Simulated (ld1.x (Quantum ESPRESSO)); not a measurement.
**Transferability test, PAW potential for Mn (Z = 25)**

```json
{
 "Element": "Mn (Z = 25)",
 "Generator": "ld1.x (Quantum ESPRESSO) 7.5",
 "Type": "PAW",
 "Functional": "PBE",
 "Relativity": "scalar-relativistic",
 "Frozen core": "[Ar]",
 "Valence charge": "7",
 "Reference configuration": "3d5 4s0 4p0 (charge +2)",
 "Partial waves": "4s (bound, empty): rcut 2.20, rcutus 2.65 bohr; 4s channel at 3.8 Ry: rcut 2.20, rcutus 2.65 bohr; 4p (bound, empty): rcut 1.70, rcutus 2.20 bohr; 4p channel at 0.05 Ry: rcut 1.70, rcutus 2.20 bohr; 3d (bound): rcut 1.55, rcutus 1.90 bohr; 3d channel at -1.1 Ry: rcut 1.55, rcutus 1.90 bohr",
 "Local potential": "all-electron potential smoothed inside 1.55 bohr (lloc = -1)",
 "Core correction": "Bessel-smoothed model core inside 1.65 bohr",
 "Augmentation charge": "PSQ, inside the norm-conserving radii"
}
```

Energies are relative to the spin-unpolarised reference configuration 3d5 4s0 4p0; without spin polarisation the order of configurations can differ from experiment.

(1) Give the all-electron excitation energy and the error of the potential for: 3d5 4s2 4p0; 3d5 4s1 4p0; 3d4 4s0 4p0; 3d5 4s0 4p2; 3d5 4s0 4p1; 3d4 4s2 4p1; 3d5 4s1.5 4p0.

Note: ghost states, extra bound levels that the all-electron valence spectrum of the same l lacks: s at -4226.9 eV, p at -16.7 eV. A true bound ghost makes a file unfit for plane-wave use.

## Answers

(1)

```tsv
valence configuration	charge	ΔE all-electron (eV)	error AE − PS (meV)
3d5 4s2 4p0	0	-24.015	-1.6
3d5 4s1 4p0	+1	-15.599	-1.1
3d4 4s0 4p0	+3	32.519	-360
3d5 4s0 4p2	0	-16.085	+36
3d5 4s0 4p1	+1	-10.859	+186
3d4 4s2 4p1	0	-16.214	-237
3d5 4s1.5 4p0	+0.5	-20.654	-1.7
```
